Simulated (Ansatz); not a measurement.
Consider the formal exchange of groups at a C–Si bond: `CC[Si](N)(O)F` + `[CH3][SnH3]` → `CC[CH2][SnH3]` + `N[SiH](O)F`.

Gas-phase electronic energies from Ansatz, PBE0-D4/def2-TZVP geometries. CBS: MP2 limit from def2 TZ/QZ plus the TZ coupled-cluster correction, frozen cores. This one scheme is used for every species. DFT in def2-TZVPP. B3LYP here is the variant with VWN-RPA as its local correlation; programs differ in this. Elements past krypton have def2 core potentials. For Sn outer-core shells are correlated without core-valence functions, which leaves a few kJ/mol of doubt a bond. Each species was taken in one conformer, which may not be the lowest.

```tsv
level	ΔE (kJ/mol)	difference from CCSD(T)/CBS
r2SCAN-D4	55.1	7.2
PBE0-D4	53.0	5.1
B2PLYP	49.1	1.2
PBE	50.5	2.6
PBE0	51.4	3.5
B3LYP	50.0	2.1
HF/def2-TZVPP	47.3	-0.6
SCS-MP2/def2-TZVPP	44.5	-3.4
CCSD/def2-TZVPP	48.0	0.1
MP2/def2-QZVPP	46.4	-1.5
CCSD(T)/CBS	47.9	0
```

Largest T1 diagnostic among the species: 0.012.
